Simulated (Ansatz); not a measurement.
Ansatz (an electronic-structure program) input (r2SCAN/def2-TZVPD):

Ansatz 0.2 input:
```yaml
crystal:
  periodic: [false, false, false]
  atoms:
    - {symbol: C, position_ang: [-2.39232192, 0.32890004, 0.34640653]}
    - {symbol: C, position_ang: [-1.16115925, 0.45807979, -0.16297161]}
    - {symbol: B, position_ang: [0.01513675, -0.34830336, 0.38192497]}
    - {symbol: Cl, position_ang: [1.65185625, -0.27516485, -0.18586168]}
    - {symbol: H, position_ang: [-3.23774467, 0.89457403, -0.02981299]}
    - {symbol: H, position_ang: [-2.58932489, -0.35503869, 1.16377767]}
    - {symbol: H, position_ang: [-1.00928352, 1.15790502, -0.98455044]}
basis:
  gaussian:
    orbitals: def2-TZVPD
hamiltonian:
  xc: {name: r2SCAN}
magnetization: {spin_polarized: true, initial_magnetization: 1}
output: {forces: true}
```

End of the output:

```
integrals: 0.09 GiB planned
946 factors; their error is unknown
0.32 GiB of the device are held for the grids
0.94 GiB of device memory are held for the factors and their scratch space
mean field: 0.87 GiB planned
mean field evaluation 1: about -15302.4003 eV, gradient 5.2e1 eV
mean field evaluation 2: about -15181.9551 eV, gradient 1.3e2 eV
mean field evaluation 4: about -15313.2251 eV, gradient 3.0e1 eV
mean field evaluation 8: about -15319.1163 eV, gradient 1.3e0 eV
mean field evaluation 16: about -15319.0983 eV, gradient 1.3e-2 eV
mean field evaluation 32: about -15317.6265 eV, gradient 1.1e-3 eV
mean field -15319.09827034 eV, -562.9664777774 hartree, gradient 3.2e-5 eV, S^2 0.754594; 3 other end points of the search recorded, 0 dependent functions left out
the calculation of the forces begins
reference -15319.09829602 eV, -562.9664787209 hartree; 19, 18 occupied and 165, 166 virtual orbitals, 946 factors
Total energy: -15319.09829602 eV, -562.9664787209 hartree
Atom 0 at    -2.392322     0.328900     0.346407 Å, force    -0.059055    -0.001835     0.019594 eV/Å
Atom 1 at    -1.161159     0.458080    -0.162972 Å, force     0.130754    -0.015984    -0.021144 eV/Å
Atom 2 at     0.015137    -0.348303     0.381925 Å, force     0.019991    -0.031571     0.029082 eV/Å
Atom 3 at     1.651856    -0.275165    -0.185862 Å, force    -0.039629     0.010177     0.000492 eV/Å
Atom 4 at    -3.237745     0.894574    -0.029813 Å, force    -0.049312     0.037648    -0.027106 eV/Å
Atom 5 at    -2.589325    -0.355039     1.163778 Å, force     0.001175    -0.050335     0.055494 eV/Å
Atom 6 at    -1.009284     1.157905    -0.984550 Å, force    -0.003925     0.051899    -0.056412 eV/Å
Dipole moment:    -0.365984     0.157719    -0.066164 e Å
```

It need not be the lowest isomer of its formula.
